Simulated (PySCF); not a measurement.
In(OH)2(SiH3) (H5InO2Si), SMILES [OH][In]([OH])[SiH3].

Geometry: PBE0-D3(BJ)/def2-SVP. The structure was generated by enumeration; whether it is a known compound was not checked. The def2 effective core potentials stand for the cores of In; spin–orbit coupling is left out. One conformer was computed; it need not be the lowest.

Computed with PySCF with IEF-PCM-ωB97X/def2-SVP.

The values are the electrostatic part of the solvation free energy, E(continuum) − E(gas) at the gas-phase geometry, in a cavity of scaled van der Waals radii (PySCF's table); cavitation and dispersion terms are not included. A continuum can't describe solvent molecules that bind to the metal. In vacuum the orbital gap is 10.98 eV. The dipole moment in vacuum is 0.26 D.

```csv
solvent,ε,ΔG(elec) (kcal/mol),dipole (D),gap (eV)
water,78.36,-11.2,0.46,11.28
benzene,2.27,-4.9,0.30,11.17
chlorobenzene,5.70,-8.4,0.37,11.23
```
